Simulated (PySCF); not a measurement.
Distorted geometries of [ReO3Cl]−

[ReO3Cl]− (doublet). PySCF 2.14.0, UKS PBE, Re def2-SVP with ECP60, O def2-SVP, Cl def2-SVP; non-relativistic Hamiltonian with scalar-relativistic core potentials where named; density fitting; no spin-orbit coupling. Relaxed geometry:

```xyz
5

Re    0.1641   -0.0263    0.2121
O     1.3061    0.6274    1.3591
O    -1.1034   -0.8283    1.1198
O     1.0734   -0.8872   -1.0148
Cl   -1.3599    1.0192   -1.3688
```

Problem. Order these distorted geometries by energy above the relaxed one, lowest first.
A.
```xyz
5

Re    0.1677   -0.1421    0.1952
O     1.3229    0.6220    1.3648
O    -1.1224   -0.7340    1.0353
O     1.0496   -0.7799   -1.0199
Cl   -1.3375    0.9389   -1.2679
```
B.
```xyz
5

Re    0.0906   -0.0602    0.2391
O     1.3564    0.6151    1.2878
O    -1.1749   -0.7130    1.1224
O     1.1318   -0.9216   -0.9560
Cl   -1.3236    0.9846   -1.3859
```
C.
```xyz
5

Re    0.1107   -0.1906    0.2517
O     1.2455    0.5759    1.3666
O    -1.0592   -0.7081    1.0226
O     1.1337   -0.8737   -0.9840
Cl   -1.3503    1.1013   -1.3495
```

Solution. B (0.32 eV), A (1.05 eV), C (2.75 eV).

Problem. Which forces (eV/Å) act in the one that lies 2.75 eV up?

Solution. 
```
Re   18.30  11.99 -10.70
O    -0.36  -0.32   0.26
O   -18.62  -9.41  12.00
O     0.44  -1.84  -1.70
Cl    0.24  -0.42   0.14
```
Forces carry noise of the integration grid, about 0.01 to 0.03 eV/Å.

Open shells may have lower solutions than the one found.
